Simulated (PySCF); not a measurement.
Spinor energies of Rh⁴⁰⁺ (rhodium, charge +40)

Start: [He] 2s2 2p1; 2p1/2 filled at m_j = +1/2. Calculated with PySCF 2.14 in an uncontracted even-tempered set (17 s from 19 bohr⁻², ratio 2.4; 12 p from 25 bohr⁻², ratio 2.4; 5 d from 82 bohr⁻², ratio 2.6; 4 f from 120 bohr⁻², ratio 2.6): generalised Hartree-Fock with the X2C-1e Hamiltonian and a Gaussian nucleus; one run each with spin-orbit coupling (SO) switched off, then screened by Boettger's factors.

| spinor shell | electrons | ε, spin-free (eV) | ε, screened SO (eV) | weight of nominal j (screened SO) | rms radius, screened SO (bohr) |
| --- | --- | --- | --- | --- | --- |
| 1s1/2 | 2 | -26752.8 | -26746.5 | 1.000 | 0.0372 |
| 2s1/2 | 2 | -6264.4 | -6262.4 | 1.000 | 0.145 |
| 2p1/2 | 1 | -6059.2 | -6172.4 | 1.000 | 0.123 |

| quantity | spin-free | screened SO |
| --- | --- | --- |
| E (hartree) | -2755.80131 | -2759.96224 |
| M_J | 1/2 | 1/2 |
| ⟨J²⟩ | 1.113 | 0.750 |
| ⟨L²⟩ | 2.000 | 2.000 |
| ⟨S²⟩ | 0.750 | 0.750 |

Each row is a mean over spinors that exchange with the open shell spreads, by up to 11.982 eV (2s1/2).

Breit and QED terms are absent; they matter most for the inner s and p1/2 levels.

Densities and radii are taken from the X2C orbitals without a picture-change correction, which distorts them close to the nucleus.

Without spin-orbit coupling the j labels of p, d and f shells carry no meaning; the spin-free column gives the mean over the occupied spinors of each nl shell, and its ⟨J²⟩ belongs to a mixture of degenerate components.
